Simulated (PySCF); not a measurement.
**Si²⁺: ionisation energy**

Si²⁺ [Ne] 3s2 (1S) → Si³⁺ [Ne] 3s1 (2S), as a difference of total energies. Computed with PySCF 2.14 in aug-cc-pwCVTZ, with the non-relativistic Hamiltonian (point nucleus). Correlated levels: valence: [Ne] frozen; valence and next inner shell: 1s2 frozen; nothing frozen. The calculations carry no spin-orbit coupling.

```csv
method,ionisation energy (eV)
UHF,31.956
LDA,33.523
PBE,33.379
PBE0,33.242
r2SCAN,32.867
B3LYP,33.541
BLYP,33.471
M06,33.474
TPSSh,33.161
MP2 (valence),32.836
SCS-MP2 (valence),33.012
MP2 (valence and next inner shell),33.112
SCS-MP2 (valence and next inner shell),33.229
MP2 (all electrons),33.108
SCS-MP2 (all electrons),33.226
```

Task: How much does correlation contribute at MP2 (all electrons)?

Result: 33.108 − (31.956) = 1.152 eV, measured against UHF.

Errors of the correlated levels include the incompleteness of this basis and the frozen core.

MP2 underrates the near-degeneracy of ns² with np² in the lower species.

For comparison: 33.493 eV (measured; NIST Atomic Spectra Database, ionization energies).
